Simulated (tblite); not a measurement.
Input of a run (GFN2-xTB geometry optimisation, gas phase (tblite 0.8.0)), started from a force field or distance geometry:
```
{"job": {"kind": "relax", "xc": "GFN2-xTB", "basis": "xTB"}, "charge": 0, "multiplicity": 2}
C     -0.573700     1.530700    -0.123100
C     -0.296600     0.104800    -0.506600
C     -1.216900    -0.936600     0.024900
N     -0.112300    -1.402700     0.765700
C      0.735600    -0.538400     0.362800
C      2.115800    -0.334900     0.649900
N      3.235600    -0.161100     0.907600
H      0.187700     1.844800     0.634900
H     -0.469700     2.141700    -1.051700
H     -0.010900     0.012600    -1.567100
H     -2.073400    -0.586100     0.643800
H     -1.520100    -1.675500    -0.767200
```

Output (eV, eV/Å):
```
step      E/eV     max force
  0    -513.70701    4.626
  1    -514.06578    3.939
  2    -514.11777    4.958
  3    -514.33348    1.362
  4    -514.44244    1.625
  5    -514.52964    1.151
  6    -514.56495    0.348
  7    -514.57931    0.519
  8    -514.60152    0.527
  9    -514.60925    0.262
 10    -514.61346    0.162
 11    -514.61734    0.237
 12    -514.62288    0.293
 13    -514.62950    0.252
 14    -514.63580    0.195
 15    -514.64081    0.184
 16    -514.64518    0.182
 17    -514.64925    0.153
 18    -514.65289    0.193
 19    -514.65563    0.178
 20    -514.65757    0.119
 21    -514.65914    0.106
 22    -514.66042    0.140
 23    -514.66127    0.068
 24    -514.66177    0.055
 25    -514.66212    0.050
 26    -514.66257    0.056
 27    -514.66307    0.069
 28    -514.66390    0.091
 29    -514.66491    0.090
 30    -514.66600    0.078
 31    -514.66688    0.074
 32    -514.66745    0.061
 33    -514.66786    0.053
 34    -514.66828    0.051
 35    -514.66879    0.060
 36    -514.66936    0.076
 37    -514.66981    0.057
 38    -514.67009    0.041
 39    -514.67028    0.038
 40    -514.67048    0.043
 41    -514.67071    0.055
 42    -514.67095    0.046
 43    -514.67124    0.057
 44    -514.67164    0.070
 45    -514.67231    0.084
 46    -514.67355    0.138
 47    -514.67603    0.200
 48    -514.68005    0.331
 49    -514.68696    0.268
 50    -514.66754    0.981
 51    -514.69811    0.352
 52    -514.70279    0.494
 53    -514.69765    0.992
 54    -514.71177    0.301
 55    -514.71380    0.548
 56    -514.71831    0.247
 57    -514.72116    0.258
 58    -514.72452    0.294
 59    -514.72985    0.198
 60    -514.73317    0.356
 61    -514.73511    0.363
 62    -514.73895    0.194
 63    -514.74290    0.201
 64    -514.74892    0.194
 65    -514.75171    0.132
 66    -514.75419    0.116
 67    -514.75537    0.116
 68    -514.75597    0.070
 69    -514.75642    0.055
 70    -514.75714    0.067
 71    -514.75751    0.057
 72    -514.75788    0.041
 73    -514.75808    0.043
 74    -514.75831    0.052
 75    -514.75860    0.056
 76    -514.75900    0.054
 77    -514.75934    0.043
 78    -514.75956    0.040
 79    -514.75971    0.038
 80    -514.75987    0.041
 81    -514.76011    0.056
 82    -514.76038    0.050
 83    -514.76054    0.023
 84    -514.76058    0.011
 85    -514.76058    0.004
```

Q: Summarise the run.

A: The energy falls by 101.7 kJ/mol over 85 L-BFGS steps, the largest force on an atom goes from 4.63 to 0.004 eV/Å, and the atoms move by 0.441 Å rms after alignment. The bond that changes most is C2–C5 (ends: carbon bonded to 3 C and H; carbon bonded to 2 C and N), which lengthens by 0.062 Å. Bonds longer at the end by more than 0.005 Å: 4 of 12; shorter: 8. Among the angles that change most is C2–C1–H9, from 106.9° to 119.5°. Among the dihedrals that turn most is H8–C1–C2–C3, from 106° to 13°. The energy rose by more than 1e-5 eV at steps 50 and 53. The first step brought 34 % of the lowering.

Q: What are the final bond lengths?

A: C1–C2 1.443 Å, C2–C3 1.546 Å, C3–N4 1.466 Å, N4=C5 1.283 Å, C5–C6 1.394 Å, C6≡N7 1.150 Å, C2–C5 1.557 Å, C1–H8 1.074 Å, C1–H9 1.074 Å, C2–H10 1.092 Å, C3–H11 1.089 Å, C3–H12 1.089 Å. Numbering counts from 1 in the input's order; the species is `[CH2][C@@H]1CN=C1C#N` [radical].

Hardware: one thread of an Arm Neoverse N1, no GPU, shared host with 64 logical CPUs at a one-minute load of 61. Cost: 0.68 s wall.

Its GFN2-xTB frequencies are all real (lowest 106 cm⁻¹).

One conformer stands for the species.

The numbers are calculated, not measured.
